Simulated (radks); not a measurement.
Values are calculated unless marked as measured or tabulated.
Neutral lead, 82 electrons, occupied as [Hg] 6p2.

Code: a radial shooting solver on a logarithmic mesh with Libxc functionals. Model: Dirac Kohn-Sham, BLYP, spin-unpolarised, spherical densities, finite nucleus; open shells fill j = l - 1/2 first; Fermi nuclear charge, rms radius 5.5012 fm.

Energy parts (eV):
| part | energy |
|---|---|
| total | -569365.42 |
| kinetic | 662086.15 |
| electron-nucleus | -1440553.61 |
| Hartree | 219748.82 |
| exchange-correlation | -10646.77 |

Orbitals (lengths in bohr, moments of r in powers of bohr; <r^-3> diverges for s and p1/2; r(max) is where P^2 peaks):
\begin{tabular}{lrrrrrrr}
orbital & occ. & eigenvalue (eV) & r(max) & <r^-3> & <r> & <r^2> & small-component weight \\ \hline
1s1/2 & 2 & -87924.12 & 0.009845 & - & 0.01606 & 0.0003575 & 9.78e-02 \\
2s1/2 & 2 & -15712.94 & 0.05739 & - & 0.06692 & 0.005366 & 2.26e-02 \\
2p1/2 & 2 & -15097.15 & 0.04198 & - & 0.05487 & 0.003774 & 2.27e-02 \\
2p3/2 & 4 & -12907.28 & 0.04969 & 23390 & 0.06379 & 0.004956 & 1.99e-02 \\
3s1/2 & 2 & -3770.306 & 0.1615 & - & 0.1740 & 0.03477 & 7.59e-03 \\
3p1/2 & 2 & -3490.702 & 0.1504 & - & 0.1644 & 0.03158 & 7.54e-03 \\
3p3/2 & 4 & -3002.142 & 0.1660 & 5523 & 0.1807 & 0.03792 & 6.75e-03 \\
3d3/2 & 4 & -2539.677 & 0.1289 & 969.5 & 0.1570 & 0.02892 & 6.64e-03 \\
3d5/2 & 6 & -2435.688 & 0.1331 & 791.4 & 0.1619 & 0.03064 & 6.42e-03 \\
4s1/2 & 2 & -852.2285 & 0.3628 & - & 0.3842 & 0.1668 & 2.62e-03 \\
4p1/2 & 2 & -730.9216 & 0.3603 & - & 0.3853 & 0.1691 & 2.52e-03 \\
4p3/2 & 4 & -611.2954 & 0.3919 & 1358 & 0.4199 & 0.2004 & 2.21e-03 \\
4d3/2 & 4 & -413.0030 & 0.3831 & 216.3 & 0.4246 & 0.2083 & 2.01e-03 \\
4d5/2 & 6 & -390.6763 & 0.3927 & 172.4 & 0.4357 & 0.2191 & 1.93e-03 \\
5s1/2 & 2 & -142.3832 & 0.7897 & - & 0.8541 & 0.8178 & 7.04e-04 \\
4f5/2 & 6 & -133.9601 & 0.3475 & 37.88 & 0.4509 & 0.2435 & 1.57e-03 \\
4f7/2 & 8 & -128.9283 & 0.3520 & 35.88 & 0.4572 & 0.2504 & 1.54e-03 \\
5p1/2 & 2 & -100.9153 & 0.8278 & - & 0.9125 & 0.9393 & 6.16e-04 \\
5p3/2 & 4 & -78.5043 & 0.9049 & 250.3 & 1.005 & 1.140 & 5.19e-04 \\
5d3/2 & 4 & -21.4191 & 1.055 & 25.75 & 1.282 & 1.916 & 3.24e-04 \\
5d5/2 & 6 & -18.8421 & 1.088 & 19.82 & 1.332 & 2.076 & 3.02e-04 \\
6s1/2 & 2 & -11.1314 & 1.975 & - & 2.338 & 6.231 & 9.70e-05 \\
6p1/2 & 2 & -3.9264 & 2.428 & - & 3.110 & 11.35 & 5.23e-05 \\
6p3/2 & 0 & -2.5722 & 2.824 & 13.59 & 3.683 & 16.03 & 3.60e-05 \\
\end{tabular}

The highest occupied level is 6p1/2 at -3.926 eV. The electron density at the nucleus is 2.737e+06 e/bohr^3. The density falls to 0.001 e/bohr^3 at r = 4.64 bohr.
